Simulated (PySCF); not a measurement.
# Radial density of P⁺ (phosphorus, charge +1)

UHF, [Ne] 3s2 3p2, high-spin 3P determinant. All numbers are calculated (PySCF 2.14, scalar relativity by spin-free X2C-1e, in aug-cc-pVDZ-DK).

| r (bohr) | 4πr²ρ (e/bohr) | 4πr²(ρα − ρβ) |
| --- | --- | --- |
| 0.00147 | 0.06794 | 0.0000 |
| 0.00247 | 0.1822 | 0.0000 |
| 0.00416 | 0.4684 | 0.0000 |
| 0.00700 | 1.177 | 0.0001 |
| 0.0118 | 2.815 | 0.0002 |
| 0.0198 | 6.152 | 0.0005 |
| 0.0333 | 11.48 | 0.0017 |
| 0.0560 | 16.48 | 0.0075 |
| 0.0942 | 15.80 | 0.0320 |
| 0.159 | 11.04 | 0.1054 |
| 0.267 | 13.69 | 0.1952 |
| 0.448 | 15.01 | 0.1036 |
| 0.754 | 5.383 | 0.0440 |
| 1.27 | 2.215 | 0.7591 |
| 2.13 | 1.861 | 0.9638 |
| 3.59 | 0.2779 | 0.1868 |
| 6.04 | 0.003061 | 0.0027 |
| 10.2 | 1.342e-05 | 0.0000 |

Densities and radii are taken from the X2C orbitals without a picture-change correction, which distorts them close to the nucleus.
